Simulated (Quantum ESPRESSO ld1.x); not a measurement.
The numbers below are computed, except where a source is named.
The aim is neutral copper in [Ar] 3d10 4s1. What will ld1.x (Quantum ESPRESSO 7.5) do with this input?

```
 &input
    zed=29.0,
    iswitch=1,
    rel=1,
    lsd=2,
    dft='PW',
    config='[Ar] 3d10 4s1',
    prefix='ld1',
    max_out_wfc=37,
    file_charge='ld1.rho',
 /
```

Answer. Refused. The program stops in ld1_readin with "lsd not correct": lsd takes 0 or 1.

Output (excerpt):

```
     Program LD1 v.7.5 starts

 %%%%%%%%%%%%%%%%%%%%%%%%%%%%%%%%%%%%%%%%%%%%%%%%%%%%%%%%%%%%%%%%%%%%%%%%%%%%%%
     Error in routine ld1_readin (1):
     lsd not correct
 %%%%%%%%%%%%%%%%%%%%%%%%%%%%%%%%%%%%%%%%%%%%%%%%%%%%%%%%%%%%%%%%%%%%%%%%%%%%%%

     stopping ...
```

Run on one thread of a shared host, so times are rough (Intel(R) Xeon(R) Processor @ 2.60GHz): 0.47 s of CPU time, 0.5 s wall.
